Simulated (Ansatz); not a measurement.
Consider the formal exchange of groups at a Ge–Ge bond: `[Cl][GeH2][GeH2][Cl]` + CH₃SH → `S[CH2][GeH2][Cl]` + `[Cl][GeH3]`.

Isolated molecules relaxed with PBE0-D4/def2-TZVP in Ansatz; ΔE leaves out vibrations. CCSD(T)/CBS adds triple-zeta CCSD(T) − MP2 to the extrapolated MP2 energy (def2 sets, frozen cores). This one scheme is used for every species. Functionals use def2-TZVPP. For Ge outer-core shells are correlated without core-valence functions, which leaves a few kJ/mol of doubt a bond. Scalar relativity is left out up to krypton. One conformer a species, not always the lowest.

`[Cl][GeH2][GeH2][Cl]`:

Z-matrix (Å, degrees):
```
Ge
Ge 1 2.428
Cl 1 2.158 2 106.6
H 1 1.534 2 112.1 3 -117.0
H 1 1.537 2 112.7 3 116.8
Cl 2 2.158 1 106.6 3 70.3
H 2 1.534 1 112.1 3 -46.7
H 2 1.537 1 112.7 3 -172.9
```

CH₃SH:

Cartesian coordinates in Å:
```
C 0.460 -0.078 0.155
S -1.031 0.902 -0.128
H 0.266 -0.917 0.822
H 1.174 0.590 0.636
H 0.890 -0.431 -0.781
H -1.759 -0.067 -0.705
```

`S[CH2][GeH2][Cl]`:

Z-matrix (Å, degrees):
```
C
Ge 1 1.953
S 1 1.805 2 112.6
H 1 1.093 2 108.0 3 116.8
H 1 1.091 2 110.5 3 -125.4
Cl 2 2.164 1 106.1 3 59.3
H 2 1.537 1 112.8 3 175.1
H 2 1.532 1 111.8 3 -56.8
H 3 1.344 1 96.8 2 -52.1
```

`[Cl][GeH3]`:

Cartesian coordinates in Å:
```
Cl 1.707 -0.083 1.028
Ge -0.137 0.007 -0.083
H 0.219 -0.171 -1.562
H -0.761 1.379 0.190
H -1.027 -1.132 0.427
```

```csv
level,ΔE (kcal/mol)
B97M-V,7.6
BHLYP-D4,9.4
PBE0,9.8
r2SCANh,9.2
MP2/def2-TZVPP,6.7
HF/def2-QZVPP,8.9
SCS-MP2/def2-QZVPP,7.0
CCSD/CBS(def2),7.9
```

**Question.** What does CCSD(T)/CBS give? (Best estimate.)

**Answer.** The calculation gave: +7.6 kcal/mol. The listed levels differ from it by 0.0, 1.8, 2.2, 1.6, -0.9, 1.3, -0.6, 0.3 kcal/mol.

Largest T1 diagnostic among the species: 0.010.

At CCSD(T), def2-SVP lies −1.2 kcal/mol from the extrapolated value and def2-TZVPP −0.1 kcal/mol. In def2-TZVPP, CCSD(T) changes the Hartree–Fock value by −1.3 kcal/mol (the triples alone add −0.3 kcal/mol) and MP2 by −2.1 kcal/mol.
